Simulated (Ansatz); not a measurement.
```yaml
crystal:
  periodic: [false, false, false]
  atoms:
    - {symbol: C, position_ang: [-0.678176, 0.449178, -0.331051]}
    - {symbol: Si, position_ang: [1.037337, -0.273943, -0.145735]}
    - {symbol: I, position_ang: [0.913737, -2.560710, 0.711598]}
    - {symbol: H, position_ang: [-0.606075, 1.469783, -0.716090]}
    - {symbol: H, position_ang: [-1.183166, 0.476137, 0.638377]}
    - {symbol: H, position_ang: [-1.279128, -0.144636, -1.021074]}
    - {symbol: H, position_ang: [1.856670, 0.516191, 0.818277]}
basis:
  gaussian: {orbitals: def2-SVP}
magnetization: {spin_polarized: true, initial_magnetization: 1}
hamiltonian: {xc: {name: SVWN5}}
scf: {max_iter: 3}
output: {forces: true}
```

```sh
$ ansatz run in.yaml --threads 4 --pin off --events-out ev --progress --plain --max-ram 10444MiB
```

Q: How does Ansatz answer? (Best estimate.)

A: Ansatz gave: The program refused the input.
```
Error: invalid value for `basis.gaussian`: such a run doesn't read scf.max_iter; remove what it names
```
